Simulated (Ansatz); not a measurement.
Computed with Ansatz on PBE0-D4/def2-TZVP structures; ΔE is electronic, products minus reactants. CCSD(T)/CBS adds triple-zeta CCSD(T) − MP2 to the extrapolated MP2 energy (def2 sets, frozen cores). Functionals use def2-TZVPP. One conformer a species, not always the lowest.

`OC(F)(F)[SiH3]` + `CC(=N)Cl` → `C/C(Cl)=N\[SiH3]` + `OC(F)F`  (ligand exchange at the Si–C bond)

`OC(F)(F)[SiH3]`:

Cartesian coordinates in Å:
```
O -0.044 1.586 -0.393
C 0.536 0.376 -0.231
F 1.604 0.479 0.622
F 1.089 -0.039 -1.414
Si -0.732 -0.923 0.420
H 0.619 2.211 -0.719
H -0.005 -2.205 0.564
H -1.823 -1.037 -0.575
H -1.244 -0.449 1.726
```

`CC(=N)Cl`:

Z-matrix (Å, degrees):
```
C
C 1 1.486
H 1 1.089 2 109.2
H 1 1.092 2 110.1 3 -120.9
H 1 1.092 2 110.0 3 120.9
N 2 1.247 1 124.6 3 -0.2
Cl 2 1.776 1 112.6 3 179.8
H 6 1.017 2 113.3 1 -180.0
```

`C/C(Cl)=N\[SiH3]`:

```xyz
11

C     0.338   -1.488    0.438
C    -0.595   -0.756   -0.468
Cl   -1.662   -1.896   -1.325
N    -0.721    0.454   -0.691
Si    0.077    1.866   -0.099
H     0.993   -0.790    0.958
H    -0.235   -2.069    1.163
H     0.935   -2.195   -0.142
H     0.657    2.568   -1.268
H     1.164    1.591    0.886
H    -0.951    2.716    0.548
```

`OC(F)F`:

```xyz
6

O    -0.864    0.334   -0.573
C     0.038   -0.195    0.275
F     0.770    0.770    0.884
F     0.933   -0.976   -0.378
H    -0.397    0.857   -1.237
H    -0.479   -0.789    1.029
```

**Question.** Is it downhill or uphill in electronic energy at CCSD(T)/CBS, and by how much? (Best estimate.)

**Answer.** The calculation gave: Downhill: ΔE = -0.66 eV.

**Question.** What do these levels give: PBE-D4, r2SCAN-D4, ωB97M-V, B2PLYP, PBE, PBE0, MP2/def2-TZVPP, CCSD/def2-TZVPP, CCSD(T)/def2-TZVPP, MP2/def2-QZVPP, SCS-MP2/def2-QZVPP, MP2/CBS(def2)? (Best estimate.)

**Answer.** The calculation gave: PBE-D4 -0.59, r2SCAN-D4 -0.65, ωB97M-V -0.63, B2PLYP -0.69, PBE -0.57, PBE0 -0.65, MP2/def2-TZVPP -0.76, CCSD/def2-TZVPP -0.69, CCSD(T)/def2-TZVPP -0.67, MP2/def2-QZVPP -0.75, SCS-MP2/def2-QZVPP -0.73, MP2/CBS(def2) -0.74 eV.

Largest T1 diagnostic among the species: 0.013.

From PBE to PBE0 (25 % exact exchange), in def2-TZVPP and without D4, ΔE moves by −0.07 eV. In def2-TZVPP, CCSD(T) changes the Hartree–Fock value by +0.13 eV (the triples alone add +0.01 eV) and MP2 by +0.05 eV.
